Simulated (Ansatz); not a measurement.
Reaction (cleavage of the Si–Si bond): `O[SiH2]N[SiH2][SiH3]` + `[OH][Al]([Cl])[Br]` → `[SiH3][O][Al]([Cl])[Br]` + `O[SiH2]N[SiH3]`

Computed with Ansatz on PBE0-D4/def2-TZVP structures; ΔE is electronic, products minus reactants. CCSD(T)/CBS adds triple-zeta CCSD(T) − MP2 to the extrapolated MP2 energy (def2 sets, frozen cores). Functionals use def2-TZVPP. B3LYP here is the variant with VWN-RPA as its local correlation; programs differ in this. For Br outer-core shells are correlated without core-valence functions, which leaves a few kJ/mol of doubt a bond. Scalar relativity is left out up to krypton. One conformer a species, not always the lowest.

```
             level  ΔE (kJ/mol)  difference from CCSD(T)/CBS
            PBE-D4        -77.7                         30.6
           PBE0-D4        -88.2                         20.1
          B3LYP-D4       -107.4                          0.9
           ωB97M-V       -108.6                         -0.3
            r2SCAN       -100.9                          7.4
              PBE0        -91.6                         16.7
             B3LYP       -113.5                         -5.2
    MP2/def2-TZVPP       -116.2                         -7.9
SCS-MP2/def2-TZVPP       -123.2                        -14.9
   CCSD/def2-TZVPP       -114.4                         -6.1
CCSD(T)/def2-TZVPP       -109.2                         -0.9
     HF/def2-QZVPP       -148.7                        -40.4
    MP2/def2-QZVPP       -116.7                         -8.4
      HF/CBS(def2)       -149.1                        -40.8
     MP2/CBS(def2)       -115.3                         -7.0
    CCSD/CBS(def2)       -113.5                         -5.2
       CCSD(T)/CBS       -108.3                            0
```

Largest T1 diagnostic among the species: 0.012.

The D4 term adds +6.2 kJ/mol with B3LYP and +3.4 kJ/mol with PBE0; it sums over pairs of atoms, weighted by their polarisabilities, and B3LYP, whose exchange is more repulsive, gets the larger term. In def2-TZVPP, CCSD(T) changes the Hartree–Fock value by +36.7 kJ/mol (the triples alone add +5.2 kJ/mol) and MP2 by +29.6 kJ/mol.
